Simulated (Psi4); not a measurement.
iron atom (Fe), quintet; B3LYP/def2-SVP run with Psi4.

Here is a job for Psi4.
```
memory 2 GB

molecule mol {
0 5
Fe    0.000000    0.000000    0.000000
}

set {
  basis def2-svp
  reference uks
  dft_radial_points 35
}

energy('b3lyp')
print_variables()
```

Task: Write the output that Psi4 gives for this input, abridged.

Result: 
```
   => Loading Basis Set <=

    Name: DEF2-SVP
    Role: ORBITAL
    Keyword: BASIS

         ---------------------------------------------------------
                                   SCF
               by Justin Turney, Rob Parrish, Andy Simmonett
                          and Daniel G. A. Smith
                              UKS Reference
         ---------------------------------------------------------

  ==> Geometry <==

    Molecular point group: d2h
    Geometry (in Angstrom), charge = 0, multiplicity = 5:

       Center              X                  Y                   Z               Mass
    ------------   -----------------  -----------------  -----------------  -----------------
         FE           0.000000000000     0.000000000000     0.000000000000    55.934936330000

  Running in d2h symmetry.

  Rotational constants: A = ************  B = ************  C = ************ [cm^-1]
  Rotational constants: A = ************  B = ************  C = ************ [MHz]
  Nuclear repulsion =    0.000000000000000

  Charge       = 0
  Multiplicity = 5
  Electrons    = 26
  Nalpha       = 15
  Nbeta        = 11

  ==> Algorithm <==

  SCF Algorithm Type is DF.
  DIIS enabled.
  MOM disabled.
  Fractional occupation disabled.
  Guess Type is CORE.
  Energy threshold   = 1.00e-06
  Density threshold  = 1.00e-06
  Integral threshold = 1.00e-12

  ==> Primary Basis <==

  Basis Set: DEF2-SVP
    Blend: DEF2-SVP
    Number of shells: 11
    Number of basis functions: 31
    Number of Cartesian functions: 36
    Spherical Harmonics?: true
    Max angular momentum: 3

  ==> DFT Potential <==

   => LibXC <=

    Version 7.1.2
    S. Lehtola, C. Steigemann, M. J. T. Oliveira, and M. A. L. Marques,  SoftwareX 7, 1–5 (2018) (10.1016/j.softx.2017.11.002)

   => Composite Functional: B3LYP <=

    B3LYP Hyb-GGA Exchange-Correlation Functional

    P. J. Stephens, F. J. Devlin, C. F. Chabalowski, and M. J. Frisch,  J. Phys. Chem. 98, 11623 (1994) (10.1021/j100096a001)

    Deriv               =              1
    GGA                 =           TRUE
    Meta                =          FALSE

    Exchange Hybrid     =           TRUE
    MP2 Hybrid          =          FALSE

   => Exchange Functionals <=

    0.0800   Slater exchange
    0.7200         Becke 88

   => Exact (HF) Exchange <=

    0.2000               HF

   => Correlation Functionals <=

    0.1900   Vosko, Wilk & Nusair (VWN5_RPA)
    0.8100   Lee, Yang & Parr

   => LibXC Density Thresholds  <==
[...]
   @S   Expected:                2.000000000E+00
   @S   Observed:                2.000000000E+00

    Orbital Energies [Eh]
    ---------------------

    Alpha Occupied:

[...]
    Alpha Virtual:

[...]
       5B3u    3.992424

    Beta Occupied:

[...]
    Beta Virtual:

[...]
    Final Occupation by Irrep:
             Ag   B1g   B2g   B3g    Au   B1u   B2u   B3u
    DOCC [     5,    0,    0,    0,    0,    2,    2,    2 ]
    SOCC [     1,    1,    1,    1,    0,    0,    0,    0 ]
    NA   [     6,    1,    1,    1,    0,    2,    2,    2 ]
    NB   [     5,    0,    0,    0,    0,    2,    2,    2 ]

  @DF-UKS Final Energy: -1263.50315037091559

   => Energetics <=

    Nuclear Repulsion Energy =              0.0000000000000000
    One-Electron Energy =               -1743.9762210816861625
    Two-Electron Energy =                 525.2082379809885424
    DFT Exchange-Correlation Energy =     -44.7351672702180139
    Empirical Dispersion Energy =           0.0000000000000000
    VV10 Nonlocal Energy =                  0.0000000000000000
    Total Energy =                      -1263.5031503709155913

  UHF NO Occupations:
  HONO-2 :    1B2g 1.0000000
  HONO-1 :    1B1g 1.0000000
  HONO-0 :    6 Ag 1.0000000
  LUNO+0 :    7 Ag 0.0018683
  LUNO+1 :    8 Ag 0.0004425
  LUNO+2 :    3B3u 0.0000586
  LUNO+3 :    3B1u 0.0000586

Computation Completed

Properties will be evaluated at   0.000000,   0.000000,   0.000000 [a0]

Properties computed using the SCF density matrix

 Multipole Moments:

 ------------------------------------------------------------------------------------
     Multipole            Electronic (a.u.)      Nuclear  (a.u.)        Total (a.u.)
 ------------------------------------------------------------------------------------

 L = 1.  Multiply by 2.5417464519 to convert [e a0] to [Debye]
 Dipole X            :          0.0000000            0.0000000            0.0000000
 Dipole Y            :          0.0000000            0.0000000            0.0000000
 Dipole Z            :          0.0000000            0.0000000            0.0000000
 Magnitude           :                                                    0.0000000

 ------------------------------------------------------------------------------------

  Variable Map:
  ----------------------------------------------------------------------------
[...]
  Array Variable Map:
  ----------------------------------------------------------------------------
[...]
[...]
```
